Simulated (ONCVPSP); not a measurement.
# What one change does to a pseudopotential (iridium, ONCV)

```json
{"Element": "Ir", "Generator": "ONCVPSP 4.0.1", "Type": "optimised norm-conserving Vanderbilt (ONCV)", "Functional": "PBE", "Relativity": "scalar-relativistic", "Frozen core": "[Kr] 4d10 4f14", "Valence charge": "17", "Reference configuration": "5s2 5p6 5d7.5 6s1.5", "Partial waves": "5s+6s: rc 1.60 bohr, ncon 4, nbas 8, qcut 7.8 1/bohr, 2 projectors; 5p: rc 1.55 bohr, ncon 3, nbas 7, qcut 8 1/bohr, 1 projector; 5d: rc 2.35 bohr, ncon 4, nbas 8, qcut 6.2 1/bohr, 2 projectors, debl 3.1 Ha", "Local potential": "polynomial inside 1.40 bohr (lpopt 4, dvloc0 3 Ha)", "Core correction": "Teter function, fcfact 5, rcfact 1.25"}
```

Change: s: qcut 5.7; p: qcut 5.8; d: qcut 4.5.

Cutoffs: the cutoffs (Ha) at which the residual kinetic energy of the hardest occupied pseudo-wave falls to 1 and 0.1 mHa per electron; they do not see the model core or the augmentation charge, which bear on the density cutoff. Errors are all-electron minus pseudo energies relative to the spin-unpolarised reference configuration.

Q: How do hardness, ghosts and transferability respond?

A: The potential gets harder (22 Ha and 26 Ha → 23 Ha and 61 Ha); of the 4 tests that both files solve, the error grows in 3 and shrinks in 1 by more than 15 % and 0.3 meV (median size 3.5 → 13.9 meV); neither file shows a bound ghost.

```csv
quantity,base,changed
"cutoff, loose",22 Ha,23 Ha
"cutoff, tight",26 Ha,61 Ha
loose cutoff by channel,"s 22 Ha, p 21 Ha, d 14 Ha","s 15 Ha, p 13 Ha, d 23 Ha"
bound ghosts,none,none
GHOST(+) flags under 300 eV,none,none
"error for 5s2 5p6 5d7 6s2, meV [ΔE 0.29 eV]",+3.3,+9.0
"error for 5s2 5p6 5d7 6s1, meV [ΔE 10.17 eV]",-1.3,-0.1
"error for 5s2 5p6 5d7 6s0, meV [ΔE 27.63 eV]",-9.7,-19
"error for 5s2 5p6 5d6 6s0, meV [ΔE 58.18 eV]",-3.7,+19
s: phases at 1.63 bohr within 0.05 rad from the reference energy up to (Ha; the scan ends near 5),to the end of the scan,to the end of the scan
p: phases at 1.58 bohr within 0.05 rad from the reference energy up to (Ha; the scan ends near 5),1.2,1.0
d: phases at 2.38 bohr within 0.05 rad from the reference energy up to (Ha; the scan ends near 5),to the end of the scan,to the end of the scan
"rms error of d²Exc/dni dnj with the model core, mHa",0.39,0.97
```
